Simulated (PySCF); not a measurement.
C6H5F2O2 (doublet state).
Z-matrix (Å and degrees, GFN2-xTB geometry), rows numbered from 1:
```
O 
C   1  1.2342
C   2  1.4731  1  127.74
C   3  1.3339  2  110.82  1   178.51
C   4  1.4982  3  111.51  2    -0.41
C   2  1.4379  1  127.42  3   178.43
O   6  1.3476  2  129.56  1    -1.74
C   7  1.3759  6  119.24  2    11.67
F   8  1.3393  7  106.96  6  -154.00
F   8  1.3493  7  109.40  6    91.08
H   3  1.0740  2  121.91  1    -1.55
H   4  1.0751  3  126.70  2   179.65
H   5  1.0935  4  112.35  3  -119.28
H   5  1.0936  4  112.41  3   120.40
H   8  1.1011  7  114.75  6   -31.42
```

The hyperfine couplings belong to this conformer and change with its torsions.

As a line formula: `C1([C](CC=C1)OC(F)F)=O` [radical].

Theory: UKS B3LYP, pcH-1 on C F H O, non-relativistic, mean-field spin-orbit, GIAO in PySCF. Geometry: GFN2-xTB, one conformer, isolated molecule. Couplings are sensitive to structure, and on GFN2-xTB geometries they can be far from those on DFT ones. The SCF solution wasn't tested for stability.

Largest spin populations (Mulliken): C6 (+0.62), O1 (+0.27), O7 (+0.10) and C4 (+0.09). The angles at C6 add up to 359.9°, so it is planar.

Problem. Find Q in a(H) = Q·ρ(C) for the protons on the planar carbons that carry spin.

Solution. 
```tsv
H	C	ρ(C)	a(H) (G)	a/ρ (G)
H12	C4	+0.095	-2.74	-28.9
```

One proton gives one ratio, Q = -28.9 G, and no test of linearity.

Problem. How do the β-proton couplings of this frozen conformer go with θ, the angle between the C–H bond and the normal to the plane of the spin centre's three neighbours, both seen down the bond from centre to carbon?

Solution. 
```tsv
β H	on	centre	θ (°)	cos²θ	a (G)
H13	C5	C6	31	0.74	+10.94
H14	C5	C6	30	0.76	+11.60
```

Couplings in gauss use g_iso = 2.0046.

Time: 1.7 min (with the writing of density and orbital grids); peak memory 0.97 GiB. Hardware: one thread, Arm Neoverse V2 (aarch64), no GPU, shared host with 96 logical CPUs at a one-minute load of 61.
